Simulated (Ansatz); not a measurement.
Molecule: TeF$_{3}$ (charge +1, singlet). It need not be the lowest isomer of its formula. 
Geometry from a B3LYP-D3(BJ)/def2-TZVP (Ansatz, a first-principles code) optimisation:
```xyz
4

Te    -0.0661     0.1122     0.2964
F     -1.1868    -1.0598    -0.5445
F      0.1075     1.2429    -1.1278
F      1.4612    -0.8315    -0.0404
```
Charge +1, spin multiplicity 1.

Total electronic energies in hartree. Correlated levels leave the core frozen unless marked. No spin-orbit coupling. Frozen are the shells of the preceding noble gas and the d and f shells that filled before the atom's block. In def2 rows, elements after Kr have scalar-relativistic effective core potentials. STO-3G rows are all-electron and non-relativistic. CBS marks a two-point X^-3 extrapolation of the correlation energy; Hartree-Fock from the larger set. The bracket is a focal-point correction in the basis named.

| level | program | energy (Eh) |
|---|---|---|
| HF/def2-TZVPPD | Ansatz | -565.14349 |
| RI-HF/def2-TZVPPD | Ansatz | -565.14337 |
| PBE-D4/def2-TZVPD | Ansatz + dftd4 | -567.11933 |
| BLYP/def2-TZVPD | Ansatz | -567.33765 |
| revPBE-D3(BJ)/def2-TZVPD | Ansatz + dftd3 | -567.34771 |
| revPBE/def2-TZVPD | Ansatz | -567.34259 |
| BHLYP/def2-TZVPD | Ansatz | -567.20629 |
| r2SCAN0-D4/def2-TZVPD | Ansatz + dftd4 | -567.29064 |
| LC-wPBE-D3(BJ)/def2-TZVPD | Ansatz + dftd3 | -567.25775 |
| wB97X/def2-TZVPD | Ansatz | -567.36768 |
| B2PLYP-D3(BJ)/def2-TZVPD | Ansatz + dftd3 | -566.96411 |
| B2PLYP/def2-TZVPD | Ansatz | -566.96216 |
| RPA@PBE/def2-QZVPP | Ansatz | -566.57998 |
| MP2/STO-3G | Ansatz | -6840.96998 |
| RI-MP2/def2-QZVPPD | Ansatz | -566.14786 |
| RI-MP2/CBS(def2-TZVPP,def2-QZVPP) | Ansatz | -566.2090 |
| RI-MP2/CBS(def2-TZVPPD,def2-QZVPPD) | Ansatz | -566.2065 |
| SCS-MP2/STO-3G | Ansatz | -6840.97639 |
| CCSD/def2-TZVPPD | Ansatz | -566.04069 |
| CCSD(T)/STO-3G | Ansatz | -6841.00518 |
| RI-MP2/CBS(def2-TZVPP,def2-QZVPP)+[CCSD(T)-MP2]/def2-SVP | Ansatz | -566.2266 |
| RI-MP2/CBS(def2-TZVPP,def2-QZVPP)+[CCSD(T)-MP2]/def2-TZVPP | Ansatz | -566.2360 |
| RI-MP2/CBS(def2-TZVPPD,def2-QZVPPD)+[CCSD(T)-MP2]/def2-TZVPPD | Ansatz | -566.2348 |

Totals of different functionals don't rank their quality; only differences between species are comparable.
